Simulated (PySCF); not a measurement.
Compound: C4H10NOSi2 (doublet state).
Numbering: `[O:1]=[CH:2]/[C:3]=[CH:4]\[SiH2:5][NH:6][CH2:7][SiH3:8]` (hydrogens: H9 on C2; H10 on C4; H11, H12 on Si5; H13 on N6; H14, H15 on C7; H16, H17, H18 on Si8)

Geometry (GFN2-xTB, Å), atoms numbered from 1 in this order:
```
atom  x, y, z in Å
O1     2.780   -0.530    1.932
C2     3.029   -0.349    0.737
C3     2.513   -1.087   -0.312
C4     1.718   -1.529   -1.204
Si5   -0.017   -0.733   -1.473
N6    -0.154    0.425   -0.235
C7    -1.323    1.257   -0.011
Si8   -2.484    0.561    1.341
H9     3.743    0.439    0.423
H10    1.914   -2.365   -1.854
H11   -0.959   -1.866   -1.485
H12   -0.033   -0.049   -2.771
H13    0.387    0.298    0.608
H14   -0.985    2.263    0.263
H15   -1.849    1.352   -0.962
H16   -1.728    0.469    2.589
H17   -3.620    1.472    1.484
H18   -2.939   -0.764    0.918
```

The hyperfine couplings belong to this conformer and change with its torsions.

Computed with UKS B3LYP, pcH-1 on C H N O Si, non-relativistic, mean-field spin-orbit, GIAO (PySCF). One conformer (not necessarily the lowest) at the GFN2-xTB geometry, without solvent, vibrations or thermal averaging. The geometry wasn't refined by DFT: couplings that depend on bond lengths, twists or pyramidal angles can differ widely from those at the functional's own minimum. The frame is twisted about the C2–C3 bond at this geometry (dihedral O1–C2–C3–C4 = 78°); couplings at other torsion angles weren't computed. The SCF solution wasn't tested for stability.

(1) What is the g tensor, term by term?

(2) What effective moment and Curie constant follow for a powder?

(3) At 9.445 GHz, how far is the centre of the isotropic spectrum from where a free electron (g = 2.002319) resonates?

(4) In a frozen sample, at which fields do the three g values resonate at 9.5, 34, 94 and 263 GHz (hyperfine left aside), and which band first spreads them over more than twice a line width of 0.3 mT?

Answers

(1) 
```tsv
Δg (ppt)	1	2	3
relativistic mass correction	-0.21	-0.21	-0.21
gauge correction	-0.01	0.06	0.03
orbital Zeeman/spin–orbit	-0.08	2.26	6.27
total	-0.30	2.11	6.09
```

So g = 2.00202, 2.00443, 2.00841 and g_iso = 2.00495; the tensor is rhombic: the two nearest values differ by 38 % of g3 − g1. Axes: g3 points within 4° of the O1–C2 bond.

(2) With the mean of g² = 4.0198 and S(S+1) = 0.75: μ_eff = √(⟨g²⟩S(S+1)) = 1.736 μB and χT = 0.12505·⟨g²⟩·S(S+1) = 0.377 cm³ K/mol (cgs; spin-Hamiltonian part alone).

(3) B = hν/(g μB) with μB/h = 13.99624 MHz/mT gives 337.02 mT for the free electron and 336.58 mT at g_iso, 0.44 mT lower.

(4) 
```json
{"band": "X", "GHz": "9.5", "B(g3) mT": "337.96", "B(g2) mT": "338.63", "B(g1) mT": "339.03", "spread mT": "1.08"}
{"band": "Q", "GHz": "34.0", "B(g3) mT": "1209.53", "B(g2) mT": "1211.93", "B(g1) mT": "1213.39", "spread mT": "3.86"}
{"band": "W", "GHz": "94.0", "B(g3) mT": "3343.99", "B(g2) mT": "3350.62", "B(g1) mT": "3354.66", "spread mT": "10.67"}
{"band": "J", "GHz": "263.0", "B(g3) mT": "9356.05", "B(g2) mT": "9374.62", "B(g1) mT": "9385.90", "spread mT": "29.85"}
```

The spread grows in proportion to the frequency. X band is the first where it exceeds 0.6 mT.

The largest Mulliken spin populations are on C3 (+0.66), O1 (+0.36), C4 (-0.10) and Si5 (+0.08). The positive populations add up to 1.17 and the negative ones to -0.17, together 2S = 1.

The HOMO–LUMO gaps are 5.62 eV among the α and 2.95 eV among the β orbitals.
